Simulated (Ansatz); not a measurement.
`C[O][Zr]([OH])([OH])[SH]` + `C1[SiH2][Se]1` → `C[SiH]1C[Se]1` + `[OH][Zr]([OH])([OH])[SH]`  (formal exchange of groups at a C–O bond)

Calculated with Ansatz (gas phase, PBE0-D4/def2-TZVP geometries, no zero-point term in ΔE). CBS: MP2 limit from def2 TZ/QZ plus the TZ coupled-cluster correction, frozen cores. Functionals use def2-TZVPP. Elements past krypton have def2 core potentials. For Se, Zr outer-core shells are correlated without core-valence functions, which leaves a few kJ/mol of doubt a bond. Scalar relativity is left out up to krypton. Each species was taken in one conformer, which may not be the lowest.

`C[O][Zr]([OH])([OH])[SH]`:

Cartesian coordinates in Å:
```
C -1.465 -0.104 -1.767
O -0.564 -0.132 -0.711
Zr 0.688 -0.096 0.726
O -0.255 0.297 2.351
O 1.694 -1.725 0.790
S 2.342 1.708 0.300
H -2.471 0.138 -1.409
H -1.500 -1.077 -2.267
H -1.167 0.651 -2.502
H -0.747 0.299 3.166
H 2.000 -2.624 0.717
H 1.445 2.664 0.604
```

`C1[SiH2][Se]1`:

```xyz
7

C    -0.048   -0.740    0.573
Si    0.050    0.598   -0.684
Se   -0.048    1.060    1.490
H    -0.981   -1.274    0.727
H     0.834   -1.321    0.819
H     1.328    0.807   -1.400
H    -1.136    0.871   -1.525
```

`C[SiH]1C[Se]1`:

Cartesian coordinates in Å:
```
C -0.979 -0.504 1.139
Si -0.391 0.123 -0.506
C 1.408 0.270 -0.851
Se 0.600 2.116 -0.655
H -1.966 -0.099 1.376
H -1.053 -1.595 1.129
H -0.286 -0.203 1.926
H -1.260 -0.278 -1.637
H 2.132 0.065 -0.069
H 1.794 0.106 -1.852
```

`[OH][Zr]([OH])([OH])[SH]`:

Cartesian coordinates in Å:
```
O -1.062 -1.751 -0.232
Zr -0.081 -0.122 -0.019
O -0.202 0.600 1.753
O -0.651 1.213 -1.271
S 2.276 -0.742 -0.481
H -1.658 -2.484 -0.108
H -0.387 1.153 2.506
H -0.960 1.665 -2.051
H 2.725 0.467 -0.096
```

```csv
level,ΔE (eV)
PBE-D4,-0.95
r2SCAN,-0.98
MP2/def2-TZVPP,-1.01
CCSD/def2-TZVPP,-0.93
```

Q: What does CCSD(T)/CBS give? (Best estimate.)

A: Computed: -0.99 eV. The listed levels differ from it by 0.04, 0.01, -0.02, 0.06 eV.

Largest T1 diagnostic among the species: 0.017.

The D4 term adds −0.03 eV with B3LYP and −0.02 eV with PBE0; it sums over pairs of atoms, weighted by their polarisabilities, and B3LYP, whose exchange is more repulsive, gets the larger term. In def2-TZVPP, CCSD(T) changes the Hartree–Fock value by −0.10 eV (the triples alone add −0.00 eV) and MP2 by −0.18 eV. From PBE to PBE0 (25 % exact exchange), in def2-TZVPP and without D4, ΔE moves by −0.03 eV.

B3LYP here is the variant with VWN-RPA as its local correlation; programs differ in this.
